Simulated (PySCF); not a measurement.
Two species compared at the same levels of theory.

First species: C5H3F5O.
Structure used (GFN2-xTB), in Å, numbered top down from 1:
```
atom  x, y, z in Å
F1     2.3124    1.7775    0.4507
C2     1.3563    0.9335    0.1074
C3     0.0517    1.1599    0.0506
C4    -0.5794   -0.1143   -0.4307
F5    -1.1014    0.0578   -1.7073
C6    -1.7589   -0.5903    0.4502
F7    -2.7160    0.3384    0.5267
F8    -1.3267   -0.8095    1.6985
F9    -2.3157   -1.7124    0.0140
O10    0.4089   -1.0763   -0.4559
C11    1.6875   -0.4764   -0.2753
H12   -0.5064    2.0540    0.2411
H13    2.2676   -0.5248   -1.2047
H14    2.2193   -1.0176    0.5128
```

Second species: C6H10NOP.
Cartesian coordinates in Å at the GFN2-xTB level; atoms count from 1:
```xyz
19
C6H10NOP angstrom
C      2.209    1.079   -0.290
C      2.357   -0.397   -0.374
C      1.469   -1.288    0.050
P     -0.115   -0.951    0.845
O     -0.715   -2.140    1.454
C     -1.223   -0.198   -0.421
C     -2.563    0.087    0.259
C     -2.401    1.142    1.225
N     -2.242    1.995    1.970
H      3.082    1.511    0.197
H      1.318    1.362    0.263
H      2.156    1.502   -1.293
H      3.278   -0.746   -0.828
H      1.650   -2.352   -0.039
H      0.105    0.081    1.754
H     -1.352   -0.948   -1.207
H     -0.797    0.704   -0.861
H     -2.898   -0.815    0.784
H     -3.328    0.382   -0.466
```

Levels: PBE0/pcSseg-1 for dipole moment, HOMO energy, LUMO energy and HOMO–LUMO gap; GFN2-xTB for rotational constant A and rotational constant C. Geometries: GFN2-xTB. All species are isolated and taken at one optimised geometry, non-relativistic unless stated; the electronic structure was computed with PySCF and density fitting.

Dipoles, sizes and rotational constants follow the conformer. The torsions of the flexible species, by atom-mapped SMILES:
- `[F:1][C:2]1=[CH:3][C@:4]([F:5])([C:6]([F:7])([F:8])[F:9])[O:10][CH2:11]1`: C3–C4–C6–F7 58°
- `[CH3:1]/[CH:2]=[CH:3]\[P@H:4](=[O:5])[CH2:6][CH2:7][C:8]#[N:9]`: C2–C3–P4–O5 -167°, C3–P4–C6–C7 180°, P4–C6–C7–C8 69°

(1) Which has the higher rotational constant A?

(2) Which of the two has the higher LUMO energy, and by how much?

(3) Which has the higher HOMO–LUMO gap?

(4) Which of the two has the higher HOMO energy, and by how much?

(5) Which of the two has the higher dipole moment, and by how much?

(6) Which has the higher rotational constant C?

Results:

(1) The first: 2.053 GHz against 1.958 GHz, a difference of 0.095 GHz.

(2) The first: -0.70 eV against -0.93 eV, a difference of 0.23 eV.

(3) The first: 7.82 eV against 6.94 eV, a difference of 0.88 eV.

(4) The second: -7.87 eV against -8.52 eV, a difference of 0.65 eV.

(5) The second: 5.39 D against 2.90 D, a difference of 2.49 D.

(6) The first: 0.742 GHz against 0.736 GHz, a difference of 0.006 GHz.

On the first: The dipole matches unit charges of opposite sign 0.60 Å apart (1 e·Å = 4.8032 D). A dipole of 2.90 D is allowed in C1, and pure rotational transitions are dipole-allowed.

On the second: A dipole of 5.39 D is allowed in C1, and pure rotational transitions are dipole-allowed. In atomic units the dipole is 2.12 e·bohr (1 au = 2.5417 D).
